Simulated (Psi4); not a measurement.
HCl3OZr, triplet, at a GFN2-xTB geometry (such geometries of metal compounds can be far from the true shape) (the multiplicity is a formal guess) (core potentials on Zr); HF/def2-SVP (Psi4 1.11).

Psi4 was given this input:
```
memory 2 GB

molecule {
0 3
  Zr   -0.32749238    0.36446577   -0.05221936
  Cl    1.58216371    1.38485456   -0.78301165
  Cl    0.41907404   -0.99997449    1.74849642
  Cl   -0.12213121   -1.86119446   -0.86824588
  O    -2.01062156    1.10267398    0.05293379
  H    -2.76014362    1.69732219    0.01224287
}

set basis def2-svp
set reference uhf
set scf_type pk
set puream true
set d_convergence 1e-8

energy('scf')
print_variables()
```

Problem. What does Psi4 print? Leave out banner, timings and long lists.

Solution. 
```
   => Loading Basis Set <=

    Name: DEF2-SVP
    Role: ORBITAL
    Keyword: BASIS

    !!!  WARNING: ECP capability is in beta. Please check occupations closely.  !!!

         ---------------------------------------------------------
                                   SCF
               by Justin Turney, Rob Parrish, Andy Simmonett
                          and Daniel G. A. Smith
                              UHF Reference
         ---------------------------------------------------------

  ==> Geometry <==

    Molecular point group: c1
    Full point group: C1

    Geometry (in Angstrom), charge = 0, multiplicity = 3:

       Center              X                  Y                   Z               Mass
    ------------   -----------------  -----------------  -----------------  -----------------
         ZR          -0.333750863196     0.362152681996    -0.050163673206    89.904697700000
         CL           1.575905226804     1.382541471996    -0.780955963206    34.968852682000
         CL           0.412815556804    -1.002287578004     1.750552106794    34.968852682000
         CL          -0.128389693196    -1.863507548004    -0.866190193206    34.968852682000
         O           -2.016880043196     1.100360891996     0.054989476794    15.994914619570
         H           -2.766402103196     1.695009101996     0.014298556794     1.007825032230

  Running in c1 symmetry.

  Rotational constants: A =      0.05434  B =      0.04051  C =      0.03739 [cm^-1]
  Rotational constants: A =   1628.92611  B =   1214.31055  C =   1121.03084 [MHz]
  Nuclear repulsion =  375.248598245266862

  Charge       = 0
  Multiplicity = 3
  Electrons    = 72
  Nalpha       = 37
  Nbeta        = 35

  ==> Algorithm <==

  SCF Algorithm Type is PK.
  DIIS enabled.
  MOM disabled.
  Fractional occupation disabled.
  Guess Type is SAD.
  Energy threshold   = 1.00e-06
  Density threshold  = 1.00e-08
  Integral threshold = 1.00e-12

  ==> Primary Basis <==

  Basis Set: DEF2-SVP
    Blend: DEF2-SVP
    Number of shells: 44
    Number of basis functions: 104
    Number of Cartesian functions: 113
    Spherical Harmonics?: true
    Max angular momentum: 3

  Core potential: DEF2-SVP
    Number of shells: 4
    Number of ECP primitives: 14
    Number of ECP core electrons: 28
    Max angular momentum: 3

  ==> Integral Setup <==

  Using in-core PK algorithm.
   Calculation information:
      Number of atoms:                   6
      Number of AO shells:              44
      Number of primitives:             90
      Number of atomic orbitals:       113
      Number of basis functions:       104

      Integral cutoff                 1.00e-12
      Number of threads:                 1

  Performing in-core PK
  Using 29817060 doubles for integral storage.
  We computed 374001 shell quartets total.
  Whereas there are 490545 unique shell quartets.

  ==> DiskJK: Disk-Based J/K Matrices <==

    J tasked:                  Yes
    K tasked:                  Yes
    wK tasked:                  No
    Schwarz Cutoff:          1E-12

  Minimum eigenvalue in the overlap matrix is 1.3960855640E-02.
  Reciprocal condition number of the overlap matrix is 3.4399222998E-03.
    Using symmetric orthogonalization.

  ==> Pre-Iterations <==

  SCF Guess: Superposition of Atomic Densities via on-the-fly atomic UHF (no occupation information).

 WARNING: Atomic UHF is not converging! Try casting from a smaller basis or call Rob at CCMST.
   -------------------------
    Irrep   Nso     Nmo
   -------------------------
     A        104     104
   -------------------------
    Total     104     104
   -------------------------

  ==> Iterations <==

                        Total Energy        Delta E     RMS |[F,P]|

   @UHF iter SAD: -1499.07639632154542   -1.49908e+03   0.00000e+00
   @UHF iter   1: -1499.85927282197576   -7.82877e-01   6.09460e-03 ADIIS/DIIS
   @UHF iter   2: -1499.97801550768304   -1.18743e-01   4.43093e-03 ADIIS/DIIS
[...]
   @UHF iter  13: -1500.13504253465840   -2.86464e-04   9.54412e-05 DIIS
   @UHF iter  14: -1500.13537002922885   -3.27495e-04   6.96939e-05 DIIS
   @UHF iter  15: -1500.13553843339037   -1.68404e-04   2.20538e-05 DIIS
   @UHF iter  16: -1500.13556369688217   -2.52635e-05   1.45358e-05 DIIS
   @UHF iter  17: -1500.13557040700744   -6.71013e-06   8.23957e-06 DIIS
   @UHF iter  18: -1500.13557633295864   -5.92595e-06   5.11709e-06 DIIS
   @UHF iter  19: -1500.13557858025001   -2.24729e-06   3.08416e-06 DIIS
   @UHF iter  20: -1500.13557926585872   -6.85609e-07   1.76336e-06 DIIS
   @UHF iter  21: -1500.13557945494563   -1.89087e-07   9.75105e-07 DIIS
   @UHF iter  22: -1500.13557950825498   -5.33093e-08   6.77916e-07 DIIS
   @UHF iter  23: -1500.13557953710711   -2.88521e-08   4.96899e-07 DIIS
   @UHF iter  24: -1500.13557955987858   -2.27715e-08   3.62998e-07 DIIS
   @UHF iter  25: -1500.13557957684384   -1.69653e-08   3.02805e-07 DIIS
   @UHF iter  26: -1500.13557958487490   -8.03107e-09   2.60732e-07 DIIS
   @UHF iter  27: -1500.13557959721288   -1.23380e-08   2.21055e-07 DIIS
   @UHF iter  28: -1500.13557960493313   -7.72025e-09   1.77356e-07 DIIS
   @UHF iter  29: -1500.13557961154652   -6.61339e-09   1.38314e-07 DIIS
   @UHF iter  30: -1500.13557961526158   -3.71506e-09   1.03616e-07 DIIS
   @UHF iter  31: -1500.13557961738502   -2.12344e-09   7.05806e-08 DIIS
   @UHF iter  32: -1500.13557961825359   -8.68567e-10   4.93432e-08 DIIS
   @UHF iter  33: -1500.13557961860988   -3.56295e-10   3.23597e-08 DIIS
   @UHF iter  34: -1500.13557961876745   -1.57570e-10   1.80469e-08 DIIS
   @UHF iter  35: -1500.13557961880110   -3.36513e-11   9.52808e-09 DIIS
  Energy and wave function converged.

  ==> Post-Iterations <==

   @Spin Contamination Metric:   1.936086117E-02
   @S^2 Expected:                2.000000000E+00
   @S^2 Observed:                2.019360861E+00
   @S   Expected:                1.000000000E+00
   @S   Observed:                1.000000000E+00

    Orbital Energies [Eh]
    ---------------------

    Alpha Occupied:

[...]
      37A     -0.283211

    Alpha Virtual:

[...]
     104A     33.613246

    Beta Occupied:

[...]
    Beta Virtual:

[...]
    Final Occupation by Irrep:
              A
    DOCC [    35 ]
    SOCC [     2 ]
    NA   [    37 ]
    NB   [    35 ]

  @UHF Final Energy: -1500.13557961880110

   => Energetics <=

    Nuclear Repulsion Energy =            375.2485982452668622
    One-Electron Energy =               -2836.8785553359107325
    Two-Electron Energy =                 961.4943774718428813
    Total Energy =                      -1500.1355796188011027

  UHF NO Occupations:
  HONO-2 :   35  A 1.9940537
  HONO-1 :   36  A 1.0000000
  HONO-0 :   37  A 1.0000000
  LUNO+0 :   38  A 0.0059463
  LUNO+1 :   39  A 0.0011192
  LUNO+2 :   40  A 0.0008747
  LUNO+3 :   41  A 0.0006763

Computation Completed

Properties will be evaluated at   0.000000,   0.000000,   0.000000 [a0]

Properties computed using the SCF density matrix

 Multipole Moments:

 ------------------------------------------------------------------------------------
     Multipole            Electronic (a.u.)      Nuclear  (a.u.)        Total (a.u.)
 ------------------------------------------------------------------------------------

 L = 1.  Multiply by 2.5417464519 to convert [e a0] to [Debye]
 Dipole X            :        -17.7490385           16.4768542           -1.2721843
 Dipole Y            :         19.9052017          -19.5994527            0.3057490
 Dipole Z            :         -2.8802699            3.0427453            0.1624754
 Magnitude           :                                                    1.3184588

 ------------------------------------------------------------------------------------

  Variable Map:
  ----------------------------------------------------------------------------
[...]
  Array Variable Map:
  ----------------------------------------------------------------------------
[...]
[...]
```
